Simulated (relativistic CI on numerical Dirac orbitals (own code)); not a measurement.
**Ge24+: sensitivity of the levels to the model**

Base calculation: Dirac-Coulomb-Breit CI, orbitals from a KLI potential per configuration, model QED, unscaled Slater integrals.

CI space (outside the closed core 1s2): 2s²2p⁴, 2s2p⁵, 2p⁶, 2p⁵3s, 2p⁵3p, 2p⁵3d, 2s²2p³3s, 2s²2p³3p, 2s²2p³3d, 2s2p⁴3s, 2s2p⁴3p, 2s2p⁴3d, 2s²2p³4s, 2s²2p³4p, 2s²2p³4d, 2s²2p³4f. Levels of other configurations are missing.

Variants: (1) valence Slater integrals scaled by 0.9; (2) only the first 3 configurations; (3) one mean potential for all configurations. Shifts of the energy above 2s²2p⁴ ³P2, in eV, for the lowest level and the first level of each name with at least 55 % of one term (blank where a level changes its place among those of its configuration and J or its character, or is not in the variant):

```
        Level     Base   Δ(1)   Δ(2)   Δ(3)
   2s²2p⁴ ³P2     0.00   0.00   0.00   0.00
   2s²2p⁴ ³P0    15.76  -1.00  -0.21   0.00
   2s²2p⁴ ³P1    30.12  +0.29  +0.01  +0.02
   2s²2p⁴ ¹D2    41.88  -1.04  -0.03  +0.01
   2s²2p⁴ ¹S0    80.12  -1.45  -0.32  +0.03
   2s2p⁵ ³P°2   164.91  +0.74  +0.19  +0.02
   2s2p⁵ ³P°1   181.58  +0.12  +0.25  +0.02
   2s2p⁵ ³P°0   198.71  +0.75  +0.20  +0.02
   2s2p⁵ ¹P°1   230.32  -3.43  +0.60  +0.02
      2p⁶ ¹S0   378.41  -1.41  +1.12  +0.12
2s²2p³3s ⁵S°2  1364.97  +1.20         +1.98
2s²2p³3s ³D°1  1397.90  +0.30         +2.11
2s²2p³3s ³D°3  1405.33  -0.28         +1.94
2s²2p³3s ¹D°2  1408.48  -0.61         +2.03
```

At this charge energies of transitions that change n are usually good to better than 1 %, and those within a shell (Δn = 0) to a few per cent.

Ionisation energy from the two ground configurations alone: base 2435.77 eV; valence Slater integrals scaled by 0.9 2436.38 eV. The NIST ASD value (semi-empirical) is 2439 eV.

LS names give the leading component of a level, which can be under half, so a name can repeat, a term be missing and a line seem to break the LS rules.
